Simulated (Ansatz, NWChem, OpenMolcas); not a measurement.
# How basis sets differ on C3H4AlF (SMILES C#[C][Al]([CH3])[F])

The species is C3H4AlF (9 atoms), meant as a singlet with charge 0. As SMILES, `C#[C][Al]([CH3])[F]`. The coordinates come from a PBE0-D4/def2-TZVP relaxation.

Quantity: the dipole moment, in D. The values are calculated.

```
            level          kind     program  value (D)  CPU time
HF/ANO-R0 (sfX2C)  Hartree–Fock  OpenMolcas       0.54     3.5 s
        HF/STO-3G  Hartree–Fock      NWChem       0.85     2.7 s
         HF/3-21G  Hartree–Fock      Ansatz       2.26     1.8 s
     HF/ANO-S-VDZ  Hartree–Fock  OpenMolcas       3.16     4.4 s
       HF/cc-pVDZ  Hartree–Fock  OpenMolcas       2.30      19 s
      HF/def2-SVP  Hartree–Fock      Ansatz       2.14       7 s
```

The values span 0.54 to 3.16 D. Magnitudes only. Sets without polarisation functions give poor dipoles. CPU times are rough (shared hosts, several kinds of processor and program).
